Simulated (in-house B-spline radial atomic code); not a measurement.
# Ionising the vanadium ion V⁺ with different functionals

Computed with an all-electron radial atomic-structure program (B-spline basis): scalar-relativistic (spin-free X2C) Hamiltonian, Fermi nucleus of rms radius 3.6002 fm, spin-polarised at highest spin, spherical fractional occupations for the functionals, and exact exchange of hybrids averaged over the configuration. The ionisation energy is the difference of two self-consistent energies, [Ar] 3d4 → [Ar] 3d3, without Breit or QED terms; ε is the level of the shell that loses the electron (its least bound occupied spin orbital).

```json
{"method": "PBE0", "rung": "global hybrid", "ΔSCF (eV)": "15.47", "-ε(3d) (eV)": "11.43"}
{"method": "B3LYP", "rung": "global hybrid", "ΔSCF (eV)": "15.56", "-ε(3d) (eV)": "11.11"}
{"method": "TPSSh", "rung": "global hybrid", "ΔSCF (eV)": "15.51", "-ε(3d) (eV)": "10.31"}
{"method": "BHandHLYP", "rung": "global hybrid", "ΔSCF (eV)": "15.00", "-ε(3d) (eV)": "12.89"}
{"method": "r2SCAN0", "rung": "global hybrid", "ΔSCF (eV)": "15.50", "-ε(3d) (eV)": "11.46"}
{"method": "B97-1", "rung": "global hybrid", "ΔSCF (eV)": "15.24", "-ε(3d) (eV)": "10.88"}
{"method": "HSE06", "rung": "range-separated hybrid", "ΔSCF (eV)": "15.47", "-ε(3d) (eV)": "11.03"}
{"method": "wB97X", "rung": "range-separated hybrid", "ΔSCF (eV)": "15.06", "-ε(3d) (eV)": "13.61"}
{"method": "CAM-B3LYP", "rung": "range-separated hybrid", "ΔSCF (eV)": "15.48", "-ε(3d) (eV)": "12.86"}
{"method": "LC-wPBE", "rung": "range-separated hybrid", "ΔSCF (eV)": "15.48", "-ε(3d) (eV)": "14.22"}
```

(1) Among the functionals, which spreads more, the ΔSCF values or the orbital energies?

(2) How do they compare with the NIST value?

Results:

(1) The orbital energies: ΔSCF values span about 0.56 eV and the orbital energies 3.90 eV; here energy differences depend much less on the functional than eigenvalues do.

(2) NIST lists 14.63 eV ± 0.007 (measured, ground level to ground level). Errors run from +0.37 to +0.93 eV; BHandHLYP is closest (+0.37 eV), but part of that can be cancellation, since the calculations leave out spin-orbit coupling, Breit-QED terms, multiplet and fine-structure energies.
